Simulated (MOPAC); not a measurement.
MOPAC input (PM3):

```
PM3 PRECISE GNORM=0.05 LET XYZ CHARGE=-1 GEO-OK AUX(PRECISION=9) THREADS=1
H4BO3Si

O    -0.48575600 1   -0.03323000 1    1.07605000 1
B    -0.79231100 1   -0.19563200 1   -0.21612400 1
O    -2.04028300 1   -0.51844600 1   -0.76104700 1
O     0.32478000 1    0.00056600 1   -1.02124500 1
Si    1.31773200 1    0.32508600 1    0.35554700 1
H    -2.65560600 1   -0.60568700 1   -0.02722000 1
H     2.59162000 1    0.55499700 1   -0.47654200 1
H     1.31679800 1    1.66117300 1    1.04094500 1
H     1.87056300 1   -0.77464200 1    1.21570600 1
```

Output:

```
 *******************************************************************************
 **                                                                           **
 **                              MOPAC v23.2.5                                **
 **                                                                           **
 *******************************************************************************
 ** MOPAC's Digital Object Identifier: https://doi.org/10.5281/zenodo.6511958 **
 **                                                                           **
 ** Please cite the open-source release paper for use of this MOPAC version:  **
 ** J. E. Moussa and J. J. P. Stewart (2026)                                  **
 ** MOPAC: An open-source semiempirical molecular orbital program             **
 ** J. Open Source Softw., 11(119), 8025, https://doi.org/10.21105/joss.08025 **
 *******************************************************************************

                              PM3 CALCULATION RESULTS

 *******************************************************************************
 *  PM3        - The PM3 Hamiltonian to be used
 *  GEO-OK     - OVERRIDE INTERATOMIC DISTANCE AND OTHER SAFETY CHECKS
 *
 *
 *
 *                 CHARGE ON SYSTEM = -1
 *
 *
 *
 *  LET        - OVERRIDE SOME SAFETY CHECKS
 *  PRECISE    - TIGHTER CRITERIA TO BE USED
 *  XYZ        - CARTESIAN COORDINATE SYSTEM TO BE USED
 *  GNORM      - EXIT WHEN GRADIENT NORM DROPS BELOW 0.050
 *  AUX        - OUTPUT AUXILIARY INFORMATION
 *******************************************************************************
PM3 PRECISE GNORM=0.05 LET XYZ CHARGE=-1 GEO-OK AUX(PRECISION=9) THREADS=1
 H4BO3Si

   ATOM   CHEMICAL          X               Y               Z
  NUMBER   SYMBOL      (ANGSTROMS)     (ANGSTROMS)     (ANGSTROMS)

     1       O         -0.48575600  *  -0.03323000  *   1.07605000  *
     2       B         -0.79231100  *  -0.19563200  *  -0.21612400  *
     3       O         -2.04028300  *  -0.51844600  *  -0.76104700  *
     4       O          0.32478000  *   0.00056600  *  -1.02124500  *
     5      Si          1.31773200  *   0.32508600  *   0.35554700  *
     6       H         -2.65560600  *  -0.60568700  *  -0.02722000  *
     7       H          2.59162000  *   0.55499700  *  -0.47654200  *
     8       H          1.31679800  *   1.66117300  *   1.04094500  *
     9       H          1.87056300  *  -0.77464200  *   1.21570600  *

          CARTESIAN COORDINATES

    NO.       ATOM           X           Y           Z

     1         O         -0.4858     -0.0332      1.0760
     2         B         -0.7923     -0.1956     -0.2161
     3         O         -2.0403     -0.5184     -0.7610
     4         O          0.3248      0.0006     -1.0212
     5        Si          1.3177      0.3251      0.3555
     6         H         -2.6556     -0.6057     -0.0272
     7         H          2.5916      0.5550     -0.4765
     8         H          1.3168      1.6612      1.0409
     9         H          1.8706     -0.7746      1.2157

  H: (PM3): J. J. P. STEWART, J. COMP. CHEM. 10, 209 (1989).
  B: (PM3): J. J. P. STEWART, J. MOL. MOD., 10, 155-164 (2004)
  O: (PM3): J. J. P. STEWART, J. COMP. CHEM. 10, 209 (1989).
 Si: (PM3): J. J. P. STEWART, J. COMP. CHEM. 10, 209 (1989).

           Empirical Formula: H4 O3 B Si  =     9 atoms

      MOLECULAR POINT GROUP   :   Cs

      RHF CALCULATION, NO. OF DOUBLY OCCUPIED LEVELS = 15

          Geometry optimization using EF

          DIAGONAL MATRIX USED AS START HESSIAN

 CYCLE:     1  GRAD.:    65.216 HEAT: -245.6894
 CYCLE:     2  GRAD.:   204.691 HEAT: -241.2144
 CYCLE:     3  GRAD.:   134.868 HEAT: -244.3120
 CYCLE:     4  GRAD.:   188.795 HEAT: -242.5452
 CYCLE:     5  GRAD.:   144.153 HEAT: -244.0677
 CYCLE:     6  GRAD.:   339.412 HEAT: -234.5471
 CYCLE:     7  GRAD.:   227.815 HEAT: -238.8529
 CYCLE:     8  GRAD.:   184.869 HEAT: -242.0382
 CYCLE:     9  GRAD.:   117.405 HEAT: -245.7208
 CYCLE:    10  GRAD.:   173.326 HEAT: -244.3367
 CYCLE:    11  GRAD.:   117.202 HEAT: -247.0458
 CYCLE:    12  GRAD.:    85.877 HEAT: -249.6333
 CYCLE:    13  GRAD.:    20.682 HEAT: -252.8289
 CYCLE:    14  GRAD.:    36.968 HEAT: -252.2074
 CYCLE:    15  GRAD.:     3.752 HEAT: -253.0542
 CYCLE:    16  GRAD.:     2.241 HEAT: -253.0655
 CYCLE:    17  GRAD.:     1.447 HEAT: -253.0734
 CYCLE:    18  GRAD.:     0.359 HEAT: -253.0788
 CYCLE:    19  GRAD.:     0.271 HEAT: -253.0791
 CYCLE:    20  GRAD.:     0.218 HEAT: -253.0795
 CYCLE:    21  GRAD.:     0.102 HEAT: -253.0795
 CYCLE:    22  GRAD.:     0.082 HEAT: -253.0796
 CYCLE:    23  GRAD.:     0.066 HEAT: -253.0796
 CYCLE:    24  GRAD.:     0.057 HEAT: -253.0796
 CYCLE:    25  GRAD.:     0.013 HEAT: -253.0796

     GRADIENT =  0.01262 IS LESS THAN CUTOFF =  0.05000

 -------------------------------------------------------------------------------
 PM3 PRECISE GNORM=0.05 LET XYZ CHARGE=-1 GEO-OK AUX(PRECISION=9) THREADS=1
 H4BO3Si

     GEOMETRY OPTIMISED USING EIGENVECTOR FOLLOWING (EF).
     SCF FIELD WAS ACHIEVED

                              PM3 CALCULATION
                                                       MOPAC v23.2.5 Linux

          FINAL HEAT OF FORMATION =       -253.07958 KCAL/MOL =   -1058.88497 KJ/MOL

          COSMO AREA              =        116.87 SQUARE ANGSTROMS
          COSMO VOLUME            =        104.84 CUBIC ANGSTROMS

          GRADIENT NORM           =          0.01262          =       0.00421 PER ATOM
          IONIZATION POTENTIAL    =          3.636021 EV
          HOMO LUMO ENERGIES (EV) =         -3.636  5.730
          NO. OF FILLED LEVELS    =         15
          MOLECULAR WEIGHT        =         90.9253         POINT GROUP:  Cs

          MOLECULAR DIMENSIONS (Angstroms)

            Atom       Atom       Distance
            H     7    H     6     5.43749
            O     3    H     9     2.65982
            O     3    H     8     2.17840

          SCF CALCULATIONS        =         26

   ATOM   CHEMICAL          X               Y               Z
  NUMBER   SYMBOL      (ANGSTROMS)     (ANGSTROMS)     (ANGSTROMS)

     1       O         -0.37787514  *  -0.01484499  *   0.99042694  *
     2       B         -0.86458156  *  -0.21554338  *  -0.26457892  *
     3       O         -2.12725860  *  -0.54001812  *  -0.78611319  *
     4       O          0.28985689  *  -0.00545426  *  -0.99453571  *
     5      Si          1.34043394  *   0.33472457  *   0.41794680  *
     6       H         -2.72081303  *  -0.62236181  *  -0.05305042  *
     7       H          2.56960522  *   0.54757307  *  -0.51023794  *
     8       H          1.45210211  *   1.67521022  *   1.15433808  *
     9       H          1.99517482  *  -0.71356740  *   1.32572713  *

                             CARTESIAN COORDINATES

   1    O       -0.377875142    -0.014844988     0.990426939
   2    B       -0.864581563    -0.215543384    -0.264578918
   3    O       -2.127258600    -0.540018115    -0.786113192
   4    O        0.289856894    -0.005454260    -0.994535715
   5   Si        1.340433943     0.334724573     0.417946801
   6    H       -2.720813028    -0.622361808    -0.053050422
   7    H        2.569605222     0.547573074    -0.510237937
   8    H        1.452102106     1.675210221     1.154338077
   9    H        1.995174821    -0.713567405     1.325727129

           Empirical Formula: H4 O3 B Si  =     9 atoms

      MOLECULAR POINT GROUP   :   Cs

                  EIGENVALUES
 -32.91933 -31.86472 -28.26825 -14.47069 -12.20892 -11.22894 -10.85374 -10.12301
  -8.94300  -7.68315  -7.37025  -5.20531  -5.00799  -4.67885  -3.63602   5.73017
   6.83489   6.92983   7.31176   8.61583   8.77521  10.16183  11.74620  12.19151

              NET ATOMIC CHARGES AND DIPOLE CONTRIBUTIONS

  ATOM NO.   TYPE          CHARGE      No. of ELECS.   s-Pop       p-Pop
    1          O          -0.509041        6.5090     1.79640     4.71264
    2          B          -0.000862        3.0009     0.98206     2.01881
    3          O          -0.274609        6.2746     1.73491     4.53970
    4          O          -0.424253        6.4243     1.78353     4.64072
    5         Si           0.532638        3.4674     0.91629     2.55107
    6          H           0.172490        0.8275     0.82751
    7          H          -0.222989        1.2230     1.22299
    8          H          -0.136687        1.1367     1.13669
    9          H          -0.136687        1.1367     1.13669
 DIPOLE           X         Y         Z       TOTAL
 POINT-CHG.    -0.899    -0.169     0.490     1.038
 HYBRID        -0.717    -0.133     0.413     0.838
 SUM           -1.616    -0.303     0.903     1.876

          ATOMIC ORBITAL ELECTRON POPULATIONS

     Atom    s        px        py        pz
    1  O   1.79640   1.48065   1.69702   1.53497
    2  B   0.98206   0.69010   0.63032   0.69838
    3  O   1.73491   1.28512   1.84608   1.40849
    4  O   1.78353   1.28166   1.71963   1.63944
    5 Si   0.91629   0.80820   0.90931   0.83356
    6  H   0.82751
    7  H   1.22299
    8  H   1.13669
    9  H   1.13669

 **********************
 *                    *
 * JOB ENDED NORMALLY *
 *                    *
 **********************

 == MOPAC DONE ==
```

The dipole moment of an ion depends on the origin.

The geometry given is a B3LYP-D3(BJ)/def2-TZVP minimum.
